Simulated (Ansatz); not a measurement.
## Energy profile

The step: CH₆Si ([CH3][SiH3]) + H₂S → CH₆SSi ([CH3][SiH2][SH]) + H₂; bonds formed: Si1–S7, H2–H6; bonds broken: Si1–H2, H6–S7 (atoms numbered as in the saddle structure below).

```
atom    x (Å)    y (Å)    z (Å)
 Si1  -0.5676   0.0758  -0.4213
  H2   0.5355   1.2103  -1.1149
  H3  -1.1695  -1.1234  -1.0575
  H4  -1.5267   1.1519  -0.8516
  C5  -0.4143   0.1795   1.4278
  H6   1.1322   0.4914  -0.9843
  S7   1.6533  -1.1303  -0.5612
  H8  -1.3170   0.6194   1.8570
  H9  -0.2437  -0.8099   1.8535
 H10   0.4336   0.8130   1.7000
 H11   1.4842  -1.4780  -1.8473
```

Electronic energies by CCSD(T) at an estimated basis limit (MP2 extrapolated from triple and quadruple zeta, plus CCSD(T) − MP2 in triple zeta), on PBE0-D4/def2-TZVP structures; CH8SSi, singlet; no counterpoise correction. Ansatz 0.2.0; basis: def2-TZVPP and def2-QZVPP; cores frozen in the correlated methods. Extrapolation: Hartree–Fock as exp(−7.88 √X), correlation as X^−2.97.

Question: Give the profile in kcal/mol, counted from the separated reactants. (To be estimated.)

Answer: By the calculation:
```
                                                                                                               point  kcal/mol
    separated: CH6Si (linked as [CH3][SiH3]; Si1, H2, H3, H4, C5, H8, H9, H10; singlet) + H2S (H6, S7, H11; singlet)      0.00
                                                                                                     start structure     -1.80
                                                                                                              saddle     48.08
                                                                                                       end structure    -10.36
separated: CH6SSi (linked as [CH3][SiH2][SH]; Si1, H3, H4, C5, S7, H8, H9, H10, H11; singlet) + H2 (H2, H6; singlet)     -9.68
```

T1 diagnostic: at most 0.013.

For scale, one of the runs: CCSD(T)/def2-TZVPP, 227 basis functions, launched by `ansatz run in.yaml --threads 4 --pin off --events-out ev --progress --plain --max-ram 9574MiB`. Hardware: 4 CPU threads of an Arm Neoverse V2, shared host. Wall time 46 s; peak host memory 3.5 GiB.
